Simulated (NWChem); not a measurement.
System: CH5ClSi; SMILES C[SiH2]Cl

The following NWChem deck was run.

```
start job
memory heap 200 mb stack 900 mb global 1100 mb
geometry units angstroms noautosym nocenter noautoz
  Si     0.604023     0.444835     0.000000
  C     -0.738820     1.756424     0.000000
  Cl    -0.271268    -1.452805     0.000000
  H      1.467154     0.551957    -1.224771
  H      1.467154     0.551957     1.224771
  H     -1.380565     1.661423     0.898380
  H     -0.282690     2.768091     0.000000
  H     -1.380565     1.661423    -0.898380
end
basis spherical
  * library sto-3g
end
dft
  xc b3lyp
  iterations 150
end
property
  response 1 0.0773
end
task dft property
```

Excerpt of the output:

```
             Northwest Computational Chemistry Package (NWChem) 7.3.0
             --------------------------------------------------------

                             Geometry "geometry" -> ""
                             -------------------------

 Output coordinates in angstroms (scale by  1.889725989 to convert to a.u.)

  No.       Tag          Charge          X              Y              Z
 ---- ---------------- ---------- -------------- -------------- --------------
    1 Si                  14.0000     0.60402300     0.44483500     0.00000000
    2 C                    6.0000    -0.73882000     1.75642400     0.00000000
    3 Cl                  17.0000    -0.27126800    -1.45280500     0.00000000
    4 H                    1.0000     1.46715400     0.55195700    -1.22477100
    5 H                    1.0000     1.46715400     0.55195700     1.22477100
    6 H                    1.0000    -1.38056500     1.66142300     0.89838000
    7 H                    1.0000    -0.28269000     2.76809100     0.00000000
    8 H                    1.0000    -1.38056500     1.66142300    -0.89838000

 Effective nuclear repulsion energy (a.u.)     145.8456530356

                              NWChem Property Module
                              ----------------------

                                 NWChem DFT Module
                                 -----------------

 Summary of "ao basis" -> "ao basis" (spherical)
 ------------------------------------------------------------------------------
       Tag                 Description            Shells   Functions and Types
 ---------------- ------------------------------  ------  ---------------------
 Si                          sto-3g                  5        9   3s2p
 C                           sto-3g                  3        5   2s1p
 Cl                          sto-3g                  5        9   3s2p
 H                           sto-3g                  1        1   1s

            General Information
            -------------------
          SCF calculation type: DFT
          Wavefunction type:  closed shell.
          No. of atoms     :     8
          No. of electrons :    42
           Alpha electrons :    21
            Beta electrons :    21
          Charge           :     0
          Spin multiplicity:     1
          Use of symmetry is: off; symmetry adaption is: off
          Maximum number of iterations: 150
          AO basis - number of functions:    28
                     number of shells:    18
          Convergence on energy requested:  1.00D-06
          Convergence on density requested:  1.00D-05
          Convergence on gradient requested:  5.00D-04

              XC Information
              --------------
                         B3LYP Method XC Potential
                     Hartree-Fock (Exact) Exchange  0.200
                        Slater Exchange Functional  0.800 local
                    Becke 1988 Exchange Functional  0.720 non-local
              Lee-Yang-Parr Correlation Functional  0.810
                  VWN I RPA Correlation Functional  0.190 local

             Grid Information
             ----------------
          Grid used for XC integration:  medium
          Radial quadrature: Mura-Knowles
          Angular quadrature: Lebedev.
          Tag              B.-S. Rad. Rad. Pts. Rad. Cut. Ang. Pts.
          ---              ---------- --------- --------- ---------
          Si                  1.10       88           8.0       590
          C                   0.70       49           8.0       434
          Cl                  1.00       88          10.0       590
          H                   0.35       45          10.0       434
          Grid pruning is: on
          Number of quadrature shells:   450
          Spatial weights used:  Erf1

      Superposition of Atomic Density Guess
      -------------------------------------

 Sum of atomic energies:        -779.51366638

      Non-variational initial energy
      ------------------------------

 Total energy =    -779.527685
 1-e energy   =   -1374.014095
 2-e energy   =     448.640757
 HOMO         =      -0.205632
 LUMO         =       0.329644

   convergence    iter        energy       DeltaE   RMS-Dens  Diis-err
 ---------------- ----- ----------------- --------- --------- ---------
 d= 0,ls=0.0,diis     1   -781.9764012336 -9.28D+02  4.26D-02  2.21D-01
 d= 0,ls=0.0,diis     2   -782.0053433451 -2.89D-02  1.84D-02  1.05D-01
 d= 0,ls=0.0,diis     3   -782.0285912963 -2.32D-02  1.73D-03  1.44D-03
 d= 0,ls=0.0,diis     4   -782.0288341175 -2.43D-04  4.79D-04  1.38D-04
 d= 0,ls=0.0,diis     5   -782.0288565124 -2.24D-05  6.91D-05  2.55D-06
 d= 0,ls=0.0,diis     6   -782.0288569238 -4.11D-07  1.44D-05  4.32D-08
 d= 0,ls=0.0,diis     7   -782.0288569362 -1.23D-08  1.01D-06  3.20D-10

         Total DFT energy =     -782.028856936161
      One electron energy =    -1372.412923828446
           Coulomb energy =      501.005931393453
    Exchange-Corr. energy =      -56.467517536730
 Nuclear repulsion energy =      145.845653035562

 Numeric. integr. density =       41.999997223088

                       DFT Final Molecular Orbital Analysis
                       ------------------------------------

 Vector   19  Occ=2.000000D+00  E=-3.026269D-01
              MO Center= -2.2D-01, -4.5D-01, -4.9D-09, r^2= 3.3D+00
   Bfn.  Coefficient  Atom+Function         Bfn.  Coefficient  Atom+Function
  ----- ------------  ---------------      ----- ------------  ---------------
    22      0.579906  3 Cl py                21      0.414212  3 Cl px
     8     -0.380260  1 Si py                13      0.303205  2 C  py
    20     -0.246497  3 Cl s                 27      0.190255  7 H  s
    18     -0.166459  3 Cl py                 4      0.158279  1 Si py
    12     -0.151778  2 C  px                17     -0.118175  3 Cl px

 Vector   20  Occ=2.000000D+00  E=-2.239116D-01
              MO Center= -9.3D-02, -1.2D+00, -3.9D-07, r^2= 1.7D+00
   Bfn.  Coefficient  Atom+Function         Bfn.  Coefficient  Atom+Function
  ----- ------------  ---------------      ----- ------------  ---------------
    23      0.978541  3 Cl pz                19     -0.269728  3 Cl pz
    24      0.219014  4 H  s                 25     -0.219013  5 H  s
     9     -0.074002  1 Si pz                 5      0.036651  1 Si pz

 Vector   21  Occ=2.000000D+00  E=-2.236810D-01
              MO Center= -2.3D-01, -1.1D+00,  3.9D-07, r^2= 2.0D+00
   Bfn.  Coefficient  Atom+Function         Bfn.  Coefficient  Atom+Function
  ----- ------------  ---------------      ----- ------------  ---------------
    21      0.873820  3 Cl px                22     -0.416260  3 Cl py
    17     -0.240870  3 Cl px                13     -0.182918  2 C  py
    12      0.166788  2 C  px                24     -0.124283  4 H  s
    25     -0.124284  5 H  s                 11      0.117842  2 C  s
    18      0.114766  3 Cl py                 7     -0.072600  1 Si px

 Vector   22  Occ=0.000000D+00  E= 1.533726D-01
              MO Center=  2.4D-01, -2.2D-01,  1.2D-10, r^2= 2.1D+00
   Bfn.  Coefficient  Atom+Function         Bfn.  Coefficient  Atom+Function
  ----- ------------  ---------------      ----- ------------  ---------------
     6      0.786460  1 Si s                  8     -0.748377  1 Si py
    22     -0.727854  3 Cl py                20     -0.406952  3 Cl s
     7     -0.373655  1 Si px                21     -0.329576  3 Cl px
     4      0.234230  1 Si py                24     -0.227615  4 H  s
    25     -0.227615  5 H  s                 27      0.180262  7 H  s

 Vector   23  Occ=0.000000D+00  E= 2.640896D-01
              MO Center=  7.8D-01,  9.6D-01,  5.4D-09, r^2= 2.1D+00
   Bfn.  Coefficient  Atom+Function         Bfn.  Coefficient  Atom+Function
  ----- ------------  ---------------      ----- ------------  ---------------
     6      0.935518  1 Si s                  8      0.654568  1 Si py
    24     -0.640448  4 H  s                 25     -0.640448  5 H  s
    11     -0.461565  2 C  s                 13      0.419749  2 C  py
     7      0.306723  1 Si px                12     -0.259441  2 C  px
     4     -0.192234  1 Si py                 2     -0.178684  1 Si s

 Vector   24  Occ=0.000000D+00  E= 2.957534D-01
              MO Center=  5.9D-01,  6.1D-01, -7.2D-09, r^2= 2.5D+00
   Bfn.  Coefficient  Atom+Function         Bfn.  Coefficient  Atom+Function
  ----- ------------  ---------------      ----- ------------  ---------------
     9      1.056371  1 Si pz                24      0.663005  4 H  s
    25     -0.663005  5 H  s                 26     -0.328581  6 H  s
    28      0.328581  8 H  s                  5     -0.307031  1 Si pz
    14      0.261561  2 C  pz                23     -0.165380  3 Cl pz
    19      0.040923  3 Cl pz

     Multipole analysis of the density
     ---------------------------------

     L   x y z        total         alpha         beta         nuclear
     -   - - -        -----         -----         ----         -------
     0   0 0 0     -0.000000    -21.000000    -21.000000     42.000000

     1   1 0 0      0.329302      0.823850      0.823850     -1.318398
     1   0 1 0      1.042466      1.217219      1.217219     -1.391972
     1   0 0 1     -0.000000     -0.000000     -0.000000      0.000000

     2   2 0 0    -23.059213    -43.367118    -43.367118     63.675024
     2   1 1 0     -0.394715      1.722147      1.722147     -3.839009
     2   1 0 1     -0.000000     -0.000000     -0.000000      0.000000
     2   0 2 0    -25.142801   -139.261442   -139.261442    253.380083
     2   0 1 1     -0.000000     -0.000000     -0.000000      0.000000
     2   0 0 2    -23.099435    -19.788701    -19.788701     16.477967

 *** CALLING NEW AORESP DRIVER FOR CLOSED AND OPEN SHELLS ***
 Entering AOResponse driver routine

--------------------------------------------------------------------------------

          -----------------------------------------------
          Solving response equations for perturbing field
          -----------------------------------------------

 number of frequencies:     1
 frequency in a.u.:  0.7730000E-01
 Perturbing field: electric
 Using El. Dipole Length Gauge

 Setting up CPKS with frequency omega =      0.07730000 a.u.

                            NWChem Dynamic CPHF Module
                            --------------------------

    scftype = RHF
    nclosed =   21
      nopen =    0
  variables =      294
  num. vecs =        3
  tolerance =   1.0D-04
  max. iter =   50

 SCF residual:    1.2340611025863472E-006

Iterative solution of linear equations
  No. of variables      294
  No. of equations        3
  Maximum subspace       30
       Convergence  1.0D-04

   iter   nsub   residual    time
   ----  ------  --------  ---------
     1      3    2.90D+00       2.8
     2      6    6.50D-01       3.5
     3      9    4.32D-02       4.2
     4     12    3.62D-03       4.9
     5     15    1.33D-04       5.6
     6     18    6.95D-06       6.3

 Electric Dipole Response Matrix (nonzero elements):

              1        2        3
    1   18.8802   2.6766   0.0000
    2    2.6766  27.1720   0.0000
    3    0.0000   0.0000  16.1597

 ------------------------------------------
 average:        20.73731 + I       0.00000

 DFT Linear Response polarizability / au
 Frequency  =       0.0773000 / au
 Wavelength =     589.4353558 / nm
              X              Y              Z
 -----------------------------------------------
 X      18.8801868      2.6765501      0.0000000
 Y       2.6765585     27.1720245      0.0000000
 Z       0.0000000      0.0000000     16.1597331
 -----------------------------------------------
 Eigenvalues =      18.0912740     27.9609373     16.1597331
 Isotropic   =      20.7373148
 Anisotropic =      10.9637932
 -----------------------------------------------

 Magnetic Dipole Response Matrix (nonzero elements):

 Exiting AOResponse driver routine
```

Level: B3LYP/STO-3G. STO-3G and 3-21G are far too small for this property and stand as cheap habits. Coordinates come from a PBE-D3(BJ)/def2-SVP optimisation.
